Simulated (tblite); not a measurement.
C4H9Br2FSi.
Bonds: C1–C2, C2–C3, C2–C4, C2–Si5, Si5–F6, Si5–Br7, Si5–Br8. Hydrogens: H9, H10, H11 on C1; H12, H13, H14 on C3; H15, H16, H17 on C4.

Computed with GFN2-xTB (tblite), gas phase: L-BFGS steps from a force-field or distance-geometry start until the largest atomic force falls under 0.01 eV/Å.

The end geometry, which sets the zero of energy:
```
atom  x, y, z in Å
C1     -1.3274   -0.6553    0.5929
C2     -0.1309    0.0420   -0.0605
C3     -0.3411    1.5580   -0.0132
C4     -0.0099   -0.4109   -1.5183
Si5     1.4547   -0.4027    0.8920
F6      1.3411    0.0685    2.4209
Br7     3.2452    0.6142    0.1110
Br8     1.8286   -2.5711    0.9876
H9     -1.4376   -0.3548    1.6340
H10    -1.2245   -1.7391    0.5562
H11    -2.2424   -0.3882    0.0664
H12     0.4793    2.0881   -0.4955
H13    -1.2606    1.8193   -0.5346
H14    -0.4236    1.9122    1.0135
H15     0.8285    0.0774   -2.0142
H16     0.1309   -1.4894   -1.5851
H17    -0.9174   -0.1561   -2.0630
```

Question: These geometries come from the run, each turned onto the end geometry. Order them by energy, lowest first.
A.
```
atom  x, y, z in Å
C1     -1.3278   -0.6565    0.5924
C2     -0.1108    0.0394   -0.0551
C3     -0.3379    1.5600   -0.0124
C4     -0.0042   -0.4085   -1.5286
Si5     1.5199   -0.4178    0.9631
F6      1.2998    0.0932    2.4584
Br7     3.2754    0.6032    0.0650
Br8     1.8509   -2.5999    0.9533
H9     -1.4576   -0.3638    1.6434
H10    -1.2579   -1.7471    0.5653
H11    -2.2598   -0.3837    0.0614
H12     0.4646    2.1103   -0.4975
H13    -1.2773    1.8261   -0.5330
H14    -0.4331    1.9365    1.0085
H15     0.8311    0.0759   -2.0334
H16     0.1324   -1.4986   -1.5928
H17    -0.9150   -0.1568   -2.0680
```
B.
```
atom  x, y, z in Å
C1     -1.3320   -0.6549    0.5937
C2     -0.1121    0.0364   -0.0474
C3     -0.3449    1.5611   -0.0132
C4     -0.0003   -0.4142   -1.5149
Si5     1.4773   -0.4042    0.9203
F6      1.3094    0.0884    2.4560
Br7     3.2664    0.5972    0.0769
Br8     1.8517   -2.5909    0.9592
H9     -1.4525   -0.3623    1.6330
H10    -1.2512   -1.7406    0.5619
H11    -2.2413   -0.3840    0.0667
H12     0.4666    2.1056   -0.4982
H13    -1.2642    1.8165   -0.5284
H14    -0.4306    1.9295    1.0076
H15     0.8298    0.0742   -2.0293
H16     0.1327   -1.4891   -1.5920
H17    -0.9119   -0.1566   -2.0619
```
C.
```
atom  x, y, z in Å
C1     -1.3261   -0.6548    0.5939
C2     -0.1277    0.0425   -0.0537
C3     -0.3406    1.5574   -0.0106
C4     -0.0024   -0.4108   -1.5102
Si5     1.4521   -0.3983    0.9019
F6      1.3238    0.0751    2.4282
Br7     3.2492    0.5895    0.0946
Br8     1.8483   -2.5671    0.9673
H9     -1.4462   -0.3565    1.6339
H10    -1.2388   -1.7396    0.5570
H11    -2.2347   -0.3792    0.0630
H12     0.4703    2.0963   -0.4984
H13    -1.2629    1.8078   -0.5314
H14    -0.4275    1.9212    1.0119
H15     0.8300    0.0733   -2.0183
H16     0.1352   -1.4889   -1.5874
H17    -0.9089   -0.1559   -2.0514
```
D.
```
atom  x, y, z in Å
C1     -1.3291   -0.6550    0.5940
C2     -0.1181    0.0381   -0.0481
C3     -0.3428    1.5591   -0.0119
C4     -0.0004   -0.4129   -1.5112
Si5     1.4633   -0.3996    0.9103
F6      1.3145    0.0839    2.4474
Br7     3.2609    0.5941    0.0830
Br8     1.8512   -2.5838    0.9621
H9     -1.4504   -0.3606    1.6317
H10    -1.2475   -1.7391    0.5602
H11    -2.2370   -0.3827    0.0663
H12     0.4674    2.1027   -0.4983
H13    -1.2625    1.8128   -0.5289
H14    -0.4296    1.9265    1.0083
H15     0.8293    0.0734   -2.0261
H16     0.1334   -1.4882   -1.5912
H17    -0.9096   -0.1567   -2.0576
```

Answer: C (0.005 eV), D (0.019 eV), B (0.033 eV), A (0.117 eV).

In the order of the answer:

| step | E above end (eV) | largest force (eV/Å) | rms force component (eV/Å) | rms distance from end (Å) | rms bond change (Å) | bond most changed (Å) |
| --- | --- | --- | --- | --- | --- | --- |
| 5 | 0.005 | 0.14 | 0.043 | 0.014 | 0.002 | C2–Si5 -0.004 |
| 3 | 0.019 | 0.43 | 0.110 | 0.020 | 0.007 | Si5–Br8 +0.017 |
| 2 | 0.033 | 0.53 | 0.138 | 0.025 | 0.009 | Si5–F6 +0.018 |
| 0 | 0.117 | 1.59 | 0.290 | 0.038 | 0.021 | C2–Si5 +0.074 |

The cost below is that of the whole relaxation. Hardware: one thread of an Arm Neoverse N1, shared host with 64 logical CPUs at a one-minute load of 62. Cost: 0.35 s wall.
